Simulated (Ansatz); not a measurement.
Stretching the Se3–H4 bond in FHMgSe (SMILES [F][Mg][SeH]) (multiplicity 1 held, fragments rigid). Energies count from the point at 1.475 Å.
Geometry at that point (charge 0, multiplicity 1):
| atom | x (Å) | y (Å) | z (Å) |
|---|---|---|---|
| Mg | 0.5347 | -1.0479 | 0.3436 |
| F | 1.2991 | -2.5474 | 0.8409 |
| Se | -0.5067 | 1.0061 | -0.3739 |
| H | -0.8817 | 1.2936 | 1.0230 |

Signs of static correlation in def2-TZVPP, with CASSCF(4,3), from Ansatz (a program for electronic structure) runs.

```csv
R (Å),T1 of restricted CCSD,⟨S²⟩ of UHF,largest double amplitude of restricted CCSD,weight of the CASSCF reference in MRCISD,CASSCF natural occupations
1.180,0.012,0.000,0.031,0.903,2.00 1.99 0.01
1.327,0.012,0.000,0.030,0.903,2.00 1.98 0.02
1.475,0.013,0.000,0.044,0.902,2.00 1.97 0.03
1.622,0.013,0.000,0.064,0.902,2.00 1.96 0.04
1.770,0.013,0.000,0.059,0.902,2.00 1.94 0.07
1.991,0.015,[?],0.085,0.902,2.00 1.89 0.11
2.212,0.018,[?],0.154,0.902,2.00 1.82 0.18
2.581,0.024,0.865,0.335,0.903,2.00 1.65 0.35
2.949,0.033,0.957,0.477,0.904,2.00 1.45 0.55
3.392,0.041,0.994,0.629,0.904,2.00 1.26 0.74
3.982,0.047,1.007,0.768,0.904,2.00 1.12 0.88
4.719,0.047,1.010,0.851,0.904,2.00 1.04 0.96
```

Problem. Some entries are withheld; supply them.

Solution. 
- 1.991, ⟨S²⟩ of UHF: 0.226
- 2.212, ⟨S²⟩ of UHF: 0.601

Doubts at one or more of the structures used: active orbitals that take no part (SC-NEVPT2 on CASSCF(4,3)/def2-TZVPP); a restricted determinant that unrestricted orbitals would lower (R-CCSD(T)/def2-TZVPP); other coupled-cluster roots lie near (R-CCSD(T)/def2-TZVPP); a spin-contaminated determinant (U-CCSD(T)/def2-TZVPP); T1 above 0.05 (U-CCSD(T)/def2-TZVPP).
